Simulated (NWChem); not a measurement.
System: SnClF₃; SMILES [F][Sn]([F])([F])[Cl]

Parts of the log:

```
             Northwest Computational Chemistry Package (NWChem) 7.3.0
             --------------------------------------------------------

                             Geometry "geometry" -> ""
                             -------------------------

 Output coordinates in angstroms (scale by  1.889725989 to convert to a.u.)

  No.       Tag          Charge          X              Y              Z
 ---- ---------------- ---------- -------------- -------------- --------------
    1 F                    9.0000    -0.68151200     1.63936300     0.93787500
    2 Sn                  50.0000     0.00000000     0.00000000     0.24090900
    3 F                    9.0000    -1.07897400    -1.40988800     0.93787500
    4 F                    9.0000     1.76048600    -0.22947500     0.93787500
    5 Cl                  17.0000     0.00000000     0.00000000    -2.05226700

 Effective nuclear repulsion energy (a.u.)     682.3703159720

                                 NWChem DFT Module
                                 -----------------

 Summary of "ao basis" -> "ao basis" (spherical)
 ------------------------------------------------------------------------------
       Tag                 Description            Shells   Functions and Types
 ---------------- ------------------------------  ------  ---------------------
 F                         def2-svpd                 9       23   4s3p2d
 Sn                        def2-svpd                12       32   5s4p3d
 Cl                        def2-svpd                11       27   5s4p2d

            General Information
            -------------------
          SCF calculation type: DFT
          Wavefunction type:  closed shell.
          No. of atoms     :     5
          No. of electrons :    66
           Alpha electrons :    33
            Beta electrons :    33
          Charge           :     0
          Spin multiplicity:     1
          Use of symmetry is: off; symmetry adaption is: off
          Maximum number of iterations: 150
          AO basis - number of functions:   128
                     number of shells:    50
          Convergence on energy requested:  1.00D-06
          Convergence on density requested:  1.00D-05
          Convergence on gradient requested:  5.00D-04

[...]

                                NWChem TDDFT Module
                                -------------------

            General Information
            -------------------
           No. of orbitals :     256
            Alpha orbitals :     128
             Beta orbitals :     128
        Alpha frozen cores :       0
         Beta frozen cores :       0
     Alpha frozen virtuals :       0
      Beta frozen virtuals :       0
         Spin multiplicity :       1
    Number of AO functions :     128
        Use of symmetry is : off
      Symmetry adaption is : off
         Schwarz screening :  0.10D-07

              XC Information
              --------------
                  B3LYP Method XC Potential
              Hartree-Fock (Exact) Exchange   0.20
                 Slater Exchange Functional   0.80 local
             Becke 1988 Exchange Functional   0.72 non-local
       Lee-Yang-Parr Correlation Functional   0.81
           VWN I RPA Correlation Functional   0.19 local

             TDDFT Information
             -----------------
          Calculation type : Tamm-Dancoff TDDFT
         Wavefunction type : Restricted singlets
          No. of electrons :      66
           Alpha electrons :      33
            Beta electrons :      33
              No. of roots :       6
          Max subspacesize :    5200
            Max iterations :     100
               Target root :       1
           Target symmetry : none
      Symmetry restriction : off
                 Algorithm : Optimal
        Davidson threshold :  0.10D-03

    6 smallest eigenvalue differences (eV)
--------------------------------------------------------
  No. Spin  Occ  Vir  Irrep   E(Occ)    E(Vir)   E(Diff)
--------------------------------------------------------
    1    1   33   34 a        -0.384    -0.157     6.166
    2    1   32   34 a        -0.384    -0.157     6.166
    3    1   31   34 a        -0.428    -0.157     7.349
    4    1   30   34 a        -0.437    -0.157     7.606
    5    1   29   34 a        -0.440    -0.157     7.679
    6    1   28   34 a        -0.440    -0.157     7.679
--------------------------------------------------------

  Entering Davidson iterations
  Restricted singlet excited states

  Iter   NTrls   NConv    DeltaV     DeltaE      Time
  ----  ------  ------  ---------  ---------  ---------
    1      6       0     0.15E+00   0.10+100       12.6
    2     12       0     0.31E-01   0.36E-01       12.9
    3     18       0     0.10E-01   0.16E-02       12.8
    4     24       1     0.16E-01   0.69E-03       12.5
    5     29       3     0.33E-02   0.41E-03       11.8
    6     32       3     0.62E-03   0.12E-04       10.2
    7     35       6     0.98E-04   0.37E-06       10.4
  ----  ------  ------  ---------  ---------  ---------
  Convergence criterion met

  Ground state a        -973.874107304874 a.u.

  ----------------------------------------------------------------------------
  Root   1 singlet a              0.184369451 a.u.                5.0170 eV
  ----------------------------------------------------------------------------
     Transition Moments    X -0.06123   Y -0.27412   Z -0.00000
     Dipole Oscillator Strength                    0.0096970012
     Electric Quadrupole                           0.0000000079
     Magnetic Dipole                               0.0000000085
     Total Oscillator Strength                     0.0096970175

[...]
```

Level: B3LYP/def2-SVPD with def2 effective core potentials on Sn, TDA. Coordinates come from a PBE0/def2-SVP optimisation. No frequency run checked for a minimum. def2 effective core potentials on Sn; no spin-orbit coupling.

Which NWChem input produces such a log?

One answer among several that fit: the input that was run:
```
start job
memory heap 200 mb stack 900 mb global 1100 mb
geometry units angstroms noautosym nocenter noautoz
  F     -0.681512     1.639363     0.937875
  Sn     0.000000     0.000000     0.240909
  F     -1.078974    -1.409888     0.937875
  F      1.760486    -0.229475     0.937875
  Cl     0.000000     0.000000    -2.052267
end
basis spherical
  * library def2-svpd
end
ecp
  Sn library def2-ecp
end
dft
  xc b3lyp
  iterations 150
end
tddft
  cis
  nroots 6
  notriplet
end
task tddft energy
```
